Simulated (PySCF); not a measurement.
Gas-phase reaction: 3 GaH + Br2 = 2 GaBr + GaH3

Energies from PySCF, thermal terms from the rigid-rotor harmonic-oscillator model, ideal gas at 1 bar. † marks an energy on the PBE0/def2-TZVP geometry and frequencies; other levels use their own. MP2 and CCSD(T) freeze the core. 6-31G* has spherical d functions here. All species are closed-shell singlets. B3LYP is the form with VWN-RPA correlation. Br, Ga: all electrons, no relativistic terms. GaH, GaH3: computed as isolated molecules; such fragments, hydroxides, amides, oligomers or adducts are transient or little studied in the gas. MP2 isn't extrapolated to the basis-set limit. CCSD(T) isn't extrapolated to the basis-set limit.

```json
[
 {"level": "B3LYP/6-31G*", "ΔH°(298 K), kJ": "___"},
 {"level": "CCSD(T)/def2-TZVPP†", "ΔH°(298 K), kJ": "-587"},
 {"level": "HF/6-31G*", "ΔH°(298 K), kJ": "-585"},
 {"level": "M06-2X/def2-TZVP†", "ΔH°(298 K), kJ": "-586"},
 {"level": "MP2/def2-SVP†", "ΔH°(298 K), kJ": "-627"},
 {"level": "PBE/def2-TZVP†", "ΔH°(298 K), kJ": "___"},
 {"level": "PBE0/def2-QZVP†", "ΔH°(298 K), kJ": "-584"},
 {"level": "r2SCAN/def2-TZVP†", "ΔH°(298 K), kJ": "-612"},
 {"level": "LDA/def2-TZVP†", "ΔH°(298 K), kJ": "___"},
 {"level": "ωB97X-V/def2-TZVP†", "ΔH°(298 K), kJ": "___"}
]
```

Question: Some entries are withheld; supply them.

Answer: 
- B3LYP/6-31G*, ΔH°(298 K), kJ: -558
- PBE/def2-TZVP†, ΔH°(298 K), kJ: -570
- LDA/def2-TZVP†, ΔH°(298 K), kJ: -615
- ωB97X-V/def2-TZVP†, ΔH°(298 K), kJ: -589
